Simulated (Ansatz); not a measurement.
One change: `[F][InH][F]` becomes `[F][AlH][F]`.

Ansatz, PBE0-D4/def2-TZVP geometries, multiplicity 1. 

Elements past krypton have def2 core potentials.

```tsv
property	`[F][InH][F]`
HOMO–LUMO gap (PBE0/def2-TZVPP) / eV	8.10
LUMO energy (ωB97M-V/def2-TZVPP) / eV	-0.27
HOMO–LUMO gap (PBE/def2-TZVPP) / eV	5.44
LUMO energy (PBE0/def2-TZVPP) / eV	-1.86
size of the dipole moment (B3LYP/def2-TZVPP) / D	3.53
LUMO energy (PBE/def2-TZVPP) / eV	-2.79
```

Q: What does the change do to each property? (An estimate is asked.)

A: The calculation gave: 
```tsv
property	`[F][AlH][F]`	shift
HOMO–LUMO gap (PBE0/def2-TZVPP) / eV	9.25	1.15
LUMO energy (ωB97M-V/def2-TZVPP) / eV	0.68	0.95
HOMO–LUMO gap (PBE/def2-TZVPP) / eV	7.00	1.56
LUMO energy (PBE0/def2-TZVPP) / eV	-0.88	0.98
size of the dipole moment (B3LYP/def2-TZVPP) / D	1.35	-2.18
LUMO energy (PBE/def2-TZVPP) / eV	-1.65	1.14
```

With PBE0 the HOMO falls by 0.17 eV and the LUMO rises by 0.98 eV, so the gap widens by about 1.15 eV. PBE moves the HOMO by -0.42 eV and ωB97M-V by -0.12 eV. Dipoles are sizes alone; their direction can turn.

B3LYP here is the variant with VWN-RPA as its local correlation; programs differ in this.
